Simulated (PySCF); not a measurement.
A calculated (TPSSh, PySCF 2.14, aug-cc-pVDZ-DK, the spin-free X2C one-electron Hamiltonian (Gaussian nucleus)) atom or ion has these occupied shells.

| shell | electrons | orbital energy (eV) | rms radius, mean of both spins (bohr) |
| --- | --- | --- | --- |
| 1s | 2 | -9553.2 | 0.0580 |
| 2s | 2 | -1168.5 | 0.245 |
| 2p | 6 | -1011.3 | 0.219 |
| 3s | 2 | -133.25 | 0.732 |
| 3p | 6 | -86.203 | 0.776 |
| 3d | 10 | -11.163 | 1.06 |
| 4s | 2 | -6.265 | 2.88 |

**Question.** Name the element and its charge.

**Answer.** Zn (zinc, neutral), in [Ar] 3d10 4s2, closed-shell 1S.
